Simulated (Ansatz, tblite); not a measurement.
Forces on As(SMe)3 (C₃H₉AsS₃) at its PBE-D4/def2-SVP geometry. Charge 0, multiplicity 1.

The xTB rows come from tblite.

GFN1-xTB (tblite), largest force 1.52 eV/Å:

```xyz
16
positions Å, forces eV/Å
As    0.121    0.193   -0.009   -0.832   -1.267    0.080
S     1.113   -1.850   -0.091    0.097    1.007    0.355
C     2.547   -1.514    1.001    0.270   -0.203    0.143
H     3.157   -0.664    0.634   -0.420   -0.500    0.236
H     3.170   -2.429    0.988   -0.366    0.518    0.005
H     2.217   -1.321    2.041    0.221   -0.078   -0.634
S    -1.479   -0.242   -1.563    0.975    0.413    0.160
C    -0.552    0.244   -3.069   -0.063   -0.021   -0.360
H    -0.206    1.295   -3.021   -0.188   -0.669    0.010
H    -1.258    0.141   -3.916    0.398    0.052    0.491
H     0.310   -0.431   -3.237   -0.498    0.447    0.102
S    -1.174   -0.226    1.810    0.366    0.764   -0.657
C    -1.873    1.452    2.054   -0.253    0.145    0.222
H    -1.081    2.214    2.190   -0.479   -0.486   -0.131
H    -2.481    1.405    2.979    0.347    0.016   -0.531
H    -2.530    1.734    1.209    0.425   -0.137    0.508
```

GFN2-xTB (tblite), largest force 0.75 eV/Å:

```
As -0.409 -0.622 0.040
S 0.239 0.441 0.184
C 0.536 -0.092 0.340
H -0.457 -0.448 0.125
H -0.426 0.515 -0.025
H 0.081 -0.100 -0.626
S 0.437 0.291 -0.097
C 0.140 0.098 -0.616
H -0.225 -0.603 0.114
H 0.378 0.029 0.551
H -0.502 0.341 0.198
S 0.129 0.491 -0.169
C -0.347 0.480 0.244
H -0.358 -0.530 -0.129
H 0.371 -0.042 -0.555
H 0.413 -0.249 0.421
```

PBE0-D4/def2-TZVP (Ansatz), largest force 0.78 eV/Å:

```
As -0.427 -0.653 0.041
S 0.167 0.547 0.308
C 0.132 0.014 0.108
H -0.350 -0.439 0.156
H -0.326 0.448 -0.006
H 0.149 -0.106 -0.552
S 0.603 0.231 -0.059
C 0.078 0.031 -0.148
H -0.201 -0.547 0.020
H 0.338 0.044 0.436
H -0.460 0.340 0.109
S 0.104 0.546 -0.337
C -0.080 0.148 0.028
H -0.381 -0.434 -0.077
H 0.308 0.003 -0.460
H 0.348 -0.172 0.433
```
